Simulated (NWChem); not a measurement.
CdCl₂; SMILES [Cl][Cd][Cl]

All runs: NWChem. The highest occupied level is degenerate, so the cation is one component of its state. All runs use the structure optimised with PBE0/def2-SVP. def2 effective core potentials on Cd; no spin-orbit coupling. Ions are spin-unrestricted doublets at the neutral geometry. Hybrids' shares of exact exchange are those that their runs print; pure functionals count as 0. The functionals differ in more than this share.

```
row                  share of exact exchange  ΔSCF ionisation energy minus −ε(HOMO) (eV)
-------------------  -----------------------  ------------------------------------------
PBE/def2-TZVP                           0.00                                        3.05
r2SCAN/def2-TZVP                        0.00                                        2.93
B3LYP/def2-TZVP                         0.20                                    withheld
PBE0/def2-TZVP                          0.25                                        2.12
BHandHLYP/def2-TZVP                     0.50                                        1.17
```

Problem. Fit a straight line of the last column on the one before it, predict the withheld value, and compare with the run.

Solution. 
1. Means of the 4 shown rows: x = 0.188, y = 2.318. Slope Σ(x − x̄)(y − ȳ)/Σ(x − x̄)² = -0.6231/0.1719 = -3.625; intercept 2.997.
2. The shown rows scatter about the line by 0.046 (root mean square); the largest residual is -0.07, at r2SCAN/def2-TZVP.
3. At x = 0.20 (B3LYP/def2-TZVP; inside the shown range) the line gives 2.27.
4. The run gives 2.32, +0.05 from the line, 1.1 times the scatter. The line crosses zero at a share of 0.83, outside the shown range.
